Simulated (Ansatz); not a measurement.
Molecule: WCl2, charge 0, multiplicity 5. The spin state was set by rule; other spins were not relaxed. 
Coordinates optimised at B3LYP-D3(BJ)/def2-TZVP (Ansatz, a first-principles code):
```xyz
3

W      0.0034     0.0059    -0.2395
Cl     2.1474     0.0167     0.5524
Cl    -2.1621    -0.0422     0.4903
```
Charge 0, spin multiplicity 5.

Total electronic energies in hartree. Valence correlation only, unless marked. UHF or UKS for open shells. No spin-orbit coupling. Frozen are the shells of the preceding noble gas and the d and f shells that filled before the atom's block. Past Kr the def2 sets carry scalar-relativistic core potentials. Basis-set limits of correlation are two-point, X^-3; Hartree-Fock from the larger set. The bracket is a focal-point correction in the basis named.

| level | program | energy (Eh) |
|---|---|---|
| HF/def2-SVP | Ansatz | -985.19903 |
| HF/def2-SVPD | Ansatz | -985.21509 |
| RI-HF/def2-QZVPPD | Ansatz | -985.55812 |
| PBE/def2-TZVPD | Ansatz | -987.21035 |
| r2SCAN/def2-TZVPD | Ansatz | -987.53314 |
| B97M-V/def2-TZVPD | Ansatz | -987.30958 |
| BHLYP-D4/def2-TZVPD | Ansatz + dftd4 | -987.43022 |
| HSE06-D3(BJ)/def2-TZVPD | Ansatz + dftd3 | -987.22771 |
| LC-wPBE-D3(BJ)/def2-TZVPD | Ansatz + dftd3 | -987.31560 |
| LC-wPBE/def2-TZVPD | Ansatz | -987.31208 |
| B2PLYP-D4/def2-TZVPD | Ansatz + dftd4 | -987.08809 |
| PBE-QIDH/def2-TZVPD | Ansatz | -986.87777 |
| RPA@PBE/def2-TZVPP | Ansatz | -986.31695 |
| RPA@PBE/def2-QZVPP | Ansatz | -986.43183 |
| MP2/def2-TZVPPD | Ansatz | -986.02464 |
| RI-MP2/def2-TZVPP | Ansatz | -986.02031 |
| SCS-MP2/def2-SVPD | Ansatz | -985.55594 |
| SCS-MP2/def2-TZVPP | Ansatz | -985.98156 |
| CCSD(T)/def2-SVP | Ansatz | -985.58468 |
| CCSD(T)/def2-TZVPP | Ansatz | -986.07943 |
| CCSD(T)/def2-TZVPPD | Ansatz | -986.08421 |
| RI-MP2/CBS(def2-TZVPPD,def2-QZVPPD)+[CCSD(T)-MP2]/def2-SVPD | Ansatz | -986.1689 |
| RI-MP2/CBS(def2-TZVPPD,def2-QZVPPD)+[CCSD(T)-MP2]/def2-TZVPPD | Ansatz | -986.1867 |

Totals of different functionals don't rank their quality; only differences between species are comparable.
